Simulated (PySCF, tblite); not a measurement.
Compound: C₅H₁₁BS₂.
Numbering: `[CH3:1][CH2:2][CH2:3][C@H:4]1[CH2:5][S:6][BH:7][S:8]1` (hydrogens: H9, H10, H11 on C1; H12, H13 on C2; H14, H15 on C3; H16 on C4; H17, H18 on C5; H19 on B7)

Cartesian coordinates in Å at the GFN2-xTB level; atoms count from 1:
```
atom  x, y, z in Å
C1    -2.7070    0.6472    0.5161
C2    -1.5815    0.0800   -0.3401
C3    -0.3266   -0.1727    0.4945
C4     0.7842   -0.8569   -0.2985
C5     1.4992    0.0695   -1.2624
S6     2.7386    1.0980   -0.3724
B7     3.0994   -0.1145    0.8701
S8     2.0375   -1.5338    0.8888
H9    -2.4026    1.5841    0.9772
H10   -2.9740   -0.0524    1.3048
H11   -3.5890    0.8337   -0.0918
H12   -1.3595    0.7785   -1.1494
H13   -1.9084   -0.8596   -0.7919
H14   -0.5893   -0.8112    1.3412
H15    0.0477    0.7736    0.8941
H16    0.3845   -1.7223   -0.8330
H17    2.0512   -0.4922   -2.0176
H18    0.8077    0.7489   -1.7565
H19    3.9781    0.0112    1.6194
```

Jobs on this species (19 atoms, 78 electrons) with PySCF (density fitting) and tblite. Hardware of each: one thread, Arm Neoverse V1 (aarch64), shared host. Other jobs ran on the host; a repeat could differ by tens of per cent or more.

```csv
level and settings,work,basis functions,SCF cycles,wall time
GFN2-xTB,L-BFGS relaxation,–,–,0.88 s
PBE0/pcSseg-1,"shieldings, ring-centre shieldings, charges and field gradients, density and orbital grids written",205,?,?
GFN2-xTB,Hessian by finite differences,–,–,0.79 s
```

**Question.** Fill in the missing figures.

**Answer.** 
- PBE0/pcSseg-1; shieldings, ring-centre shieldings, charges and field gradients, density and orbital grids written: 51 s, 14 SCF cycles

**Question.** What do all jobs in the table cost together?

**Answer.** About 53 s; the longest takes about 97 % of that, and about 65 times as long as the shortest.
